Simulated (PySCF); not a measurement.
A calculated (LDA, PySCF 2.14, def2-TZVP, the non-relativistic Hamiltonian (point nucleus)) atom or ion has these occupied shells.

| shell | electrons | orbital energy (eV) | rms radius, mean of both spins (bohr) |
| --- | --- | --- | --- |
| 1s α | 1 | -4857.3 | 0.0813 |
| 1s β | 1 | -4857.3 | 0.0813 |
| 2s α | 1 | -563.90 | 0.356 |
| 2s β | 1 | -563.51 | 0.356 |
| 2p α | 3 | -477.52 | 0.323 |
| 2p β | 3 | -477.22 | 0.323 |
| 3s α | 1 | -94.385 | 1.07 |
| 3s β | 1 | -93.388 | 1.07 |
| 3p α | 3 | -71.300 | 1.15 |
| 3p β | 3 | -70.308 | 1.15 |
| 3d α | 1 | -35.535 | 1.39 |

Name the element and its charge.

Ti³⁺ (titanium, charge +3), in [Ar] 3d1, 2D determinant.
